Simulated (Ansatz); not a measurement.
Consider the cleavage of the B–B bond: `BB(O)Br` + `O[SiH3]` → `OB(Br)O[SiH3]` + BH₃.

Program: Ansatz. Geometries: PBE0-D4/def2-TZVP. ΔE: electronic, gas phase. CCSD(T)/CBS is the MP2 limit (def2-TZVPP, def2-QZVPP) plus CCSD(T) − MP2 in def2-TZVPP, frozen cores. This one scheme is used for every species. DFT in def2-TZVPP. B3LYP here is the variant with VWN-RPA as its local correlation; programs differ in this. For Br outer-core shells are correlated without core-valence functions, which leaves a few kJ/mol of doubt a bond. Scalar relativity is left out up to krypton. Each species was taken in one conformer, which may not be the lowest.

`BB(O)Br`:

Cartesian coordinates in Å:
```
B 1.185 0.083 0.376
B -0.385 0.018 -0.162
O -1.059 0.744 -1.061
Br -1.278 -1.449 0.799
H 2.037 -0.591 -0.125
H 1.478 0.713 1.349
H -1.979 0.481 -1.176
```

`O[SiH3]`:

Cartesian coordinates in Å:
```
O 0.945 -0.147 -0.854
Si -0.270 -0.127 0.259
H 1.244 0.692 -1.204
H 0.112 0.641 1.477
H -0.519 -1.542 0.615
H -1.512 0.482 -0.293
```

`OB(Br)O[SiH3]`:

```xyz
9

O    -0.721    0.854   -2.152
B    -0.143    0.181   -1.138
Br    1.131   -1.255   -1.536
O    -0.434    0.488    0.132
Si    0.057   -0.092    1.607
H    -0.442    0.553   -3.019
H     1.520    0.089    1.759
H    -0.670    0.707    2.619
H    -0.299   -1.526    1.729
```

BH₃:

```xyz
4

B     0.000    0.000    0.000
H    -1.162   -0.164   -0.218
H     0.633   -0.858    0.537
H     0.529    1.021   -0.319
```

```csv
level,ΔE (eV)
B3LYP-D4,-1.41
r2SCAN0-D4,-1.41
B2PLYP,-1.41
PBE-QIDH,-1.41
PBE0,-1.28
B3LYP,-1.35
HF/def2-QZVPP,-1.61
MP2/CBS(def2),-1.46
```

Task: What does CCSD(T)/CBS give? (Estimate.)

Result: Computed: -1.41 eV. The listed levels differ from it by 0.00, 0.00, 0.00, 0.00, 0.13, 0.06, -0.20, -0.05 eV.

Task: What do rigid-rotor, harmonic-oscillator terms from PBE0-D4/def2-TZVP frequencies (298.15 K, 1 bar) make of the CCSD(T)/CBS value? (An estimate is asked.)

Result: Computed: ΔZPE = -0.04 eV, ΔH = -1.44 eV, ΔS = -26 J/(mol·K), ΔG = -1.36 eV.

Largest T1 diagnostic among the species: 0.011.

At CCSD(T), def2-SVP lies −0.18 eV from the extrapolated value and def2-TZVPP −0.02 eV. The D4 term adds −0.06 eV with B3LYP and −0.04 eV with PBE0; it sums over pairs of atoms, weighted by their polarisabilities, and B3LYP, whose exchange is more repulsive, gets the larger term.
